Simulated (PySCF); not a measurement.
This PySCF input asks for the NMR shieldings of SMILES CCC[N+](C)(C)[AlH3-], C5H16AlN; the geometry comes from PBE0-D3(BJ)/def2-SVP.

```python
import basis_set_exchange as bse
import numpy as np
from pyscf import gto, dft
from pyscf.prop import nmr

atoms = """
C     2.910090    0.211953    0.563998
C     1.606735    0.291719   -0.215031
C     0.468758   -0.348626    0.558391
N    -0.869858   -0.251267   -0.065680
C    -1.853395   -0.854054    0.844991
C    -0.922881   -0.928609   -1.367202
Al   -1.458662    1.733660   -0.330359
H     3.735935    0.666947   -0.001518
H     3.191600   -0.831605    0.780347
H     2.834231    0.742717    1.526027
H     1.358530    1.343598   -0.429472
H     1.732464   -0.200570   -1.192868
H     0.689968   -1.419446    0.739431
H     0.386541    0.136752    1.543509
H    -1.858430   -0.301232    1.794768
H    -2.854656   -0.789751    0.400348
H    -1.602722   -1.911144    1.043541
H    -0.653589   -1.995157   -1.266505
H    -1.942276   -0.850698   -1.769508
H    -0.240085   -0.443379   -2.074717
H    -3.023406    1.485668   -0.615205
H    -1.054105    2.321710    1.113423
H    -0.583382    2.209454   -1.591534
"""
names = dict.fromkeys(["C", "N", "Al", "H"], "pcSseg-1")
basis = {el: gto.basis.parse(bse.get_basis(n, elements=[el], fmt="nwchem")) for el, n in names.items()}
mol = gto.M(atom=atoms, basis=basis, charge=0, verbose=0)
mf = dft.RKS(mol, xc="B3LYP")
mf.grids.level = 2
mf.grids.alignment = dft.numint.BLKSIZE   # the property module wants whole blocks of grid points
mf.conv_tol = 1e-9
mf.kernel()

calc = nmr.RKS(mf)   # GIAO
C = mf.mo_coeff
Co = C[:, mf.mo_occ > 0]
resp = mf.gen_response(singlet=True, hermi=2)
def vind(x):   # induced exchange potential for any number of trial vectors
    d = np.einsum("pi,xij,qj->xpq", C, 2 * x.reshape(-1, C.shape[1], Co.shape[1]), Co, optimize=True)
    return np.einsum("xpq,pi,qj->xij", resp(d - d.transpose(0, 2, 1)), C, Co, optimize=True).ravel()
mo1, _ = nmr.rhf.solve_mo1(calc, with_cphf=vind)
sigma = calc.kernel(mo1)
for i, s in enumerate(sigma):   # ppm
    print("%2d %-2s %9.2f" % (i, mol.atom_pure_symbol(i), np.trace(s) / 3))
```

Problem. Give the expected output.

Solution. 
```
 0 C     165.49
 1 C     155.76
 2 C     112.59
 3 N     206.37
 4 C     128.54
 5 C     134.74
 6 Al    406.16
 7 H      30.05
 8 H      30.66
 9 H      30.47
10 H      29.13
11 H      29.97
12 H      29.62
13 H      28.74
14 H      28.71
15 H      28.56
16 H      29.60
17 H      29.90
18 H      28.85
19 H      28.39
20 H      27.64
21 H      27.59
22 H      27.42
```

These numbers come from an equivalent density-fitted implementation of the same equations, which agrees with the script to about 0.01 ppm for H and up to a few tenths of a ppm for heavy atoms, so last digits may differ.

Problem. Turn these shieldings into chemical shifts. δ = σ(ref) − σ, references computed at the same level: ¹³C (179.24 ppm), ¹H (31.38 ppm) vs TMS; NH3 for ¹⁵N (263.54 ppm); AlH4- for ²⁷Al (484.83 ppm).

Solution. Averaging equivalent atoms: C 2: 66.6; C 4/5: 47.6; C 1: 23.5; C 0: 13.7; N 3: 57.2; Al 6: 78.7; H 20/21/22: 3.83; H 14/15/16/17/18/19: 2.38; H 12/13: 2.20; H 10/11: 1.83; H 7/8/9: 0.99 ppm. Experimental scales use liquid or dissolved standards, which lie at an offset from isolated NH3 (liquid NH3: subtract about 20 ppm).

Size and cost of the density-fitted run: 206 basis functions, 34 s wall time on 1 thread of an Arm Neoverse V1, shared host; peak memory 0.98 GiB.
